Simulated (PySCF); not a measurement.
Two species compared at the same levels of theory.

First species: C5H7NO2.
Numbering: `[CH3:1][C:2](=[O:3])/[CH:4]=[CH:5]\[C:6]([NH2:7])=[O:8]` (hydrogens: H9, H10, H11 on C1; H12 on C4; H13 on C5; H14, H15 on N7)

Second species: C5H6FNO.
Atom-mapped SMILES: `[N:1]#[C:2][C@@:3]1([CH2:4][F:5])[CH2:6][CH2:7][O:8]1` (hydrogens: H9, H10 on C4; H11, H12 on C6; H13, H14 on C7)

Cartesian coordinates in Å at the GFN2-xTB level; atoms count from 1:
```xyz
14
C5H6FNO angstrom
N     -1.1724    2.1639   -1.6869
C     -0.8258    1.3520   -0.9618
C     -0.3430    0.3169   -0.0651
C     -1.5369   -0.5148    0.4200
F     -1.1129   -1.6868    0.9822
C      0.8731   -0.4659   -0.6050
C      1.6146    0.1447    0.5870
O      0.4422    0.8495    1.0092
H     -2.0839    0.0398    1.1884
H     -2.1945   -0.7742   -0.4167
H      0.7536   -1.5452   -0.5760
H      1.2161   -0.1475   -1.5859
H      1.9431   -0.5656    1.3489
H      2.4260    0.8327    0.3396
```

Levels: PBE0/def2-SVPD for dipole moment, HOMO energy, LUMO energy, HOMO–LUMO gap, static isotropic polarisability and electronic spatial extent ⟨r²⟩ about the centre of nuclear charge; TDDFT PBE0/def2-SVPD for lowest singlet excitation; TDA PBE0/def2-SVPD for lowest triplet excitation (Tamm–Dancoff); GFN2-xTB for rotational constant A and rotational constant C. Geometries: GFN2-xTB. Each species is one conformer at its optimised geometry, gas phase, non-relativistic unless stated. Electronic properties by PySCF.

The conformers computed, where there is a choice (atom-mapped SMILES and torsion angles):
- `[CH3:1][C:2](=[O:3])/[CH:4]=[CH:5]\[C:6]([NH2:7])=[O:8]`: C1–C2–C4–C5 157°, C4–C5–C6–N7 31°, H–N7–C6–C5 -177°, H–N7–C6–C5 -14°
- `[N:1]#[C:2][C@@:3]1([CH2:4][F:5])[CH2:6][CH2:7][O:8]1`: C2–C3–C4–F5 165°

| property | column X | column Y |
| --- | --- | --- |
| dipole moment | 4.32 D | 2.87 D |
| HOMO energy | -7.57 eV | -8.35 eV |
| LUMO energy | -2.54 eV | -0.27 eV |
| HOMO–LUMO gap | 5.03 eV | 8.08 eV |
| lowest singlet excitation | 3.64 eV | 6.55 eV |
| lowest triplet excitation (Tamm–Dancoff) | 3.24 eV | 6.02 eV |
| static isotropic polarisability | 76.7 au | 64.0 au |
| electronic spatial extent ⟨r²⟩ about the centre of nuclear charge | 1115 bohr² | 875 bohr² |
| rotational constant A | 4.768 GHz | 2.803 GHz |
| rotational constant C | 1.022 GHz | 1.401 GHz |

(1) Which column belongs to which species?

(2) How does each property change from the first species to the second?

Answers

(1) Column X is the first species and column Y the second. The first has 15 atoms and 60 electrons, the second 14 and 60.

(2) dipole moment -1.45 D; HOMO energy -0.78 eV; LUMO energy +2.27 eV; HOMO–LUMO gap +3.05 eV; lowest singlet excitation +2.91 eV; lowest triplet excitation (Tamm–Dancoff) +2.78 eV; static isotropic polarisability -12.7 au; electronic spatial extent ⟨r²⟩ about the centre of nuclear charge -240 bohr²; rotational constant A -1.965 GHz; rotational constant C +0.379 GHz.

On the first: S1 lies 1.39 eV below the HOMO–LUMO gap; its leading configuration is HOMO→LUMO, weight 0.80. A dipole of 4.32 D is allowed in C1, and pure rotational transitions are dipole-allowed.

On the second: S1 lies 1.53 eV below the HOMO–LUMO gap; its leading configuration is HOMO→LUMO, weight 0.97.
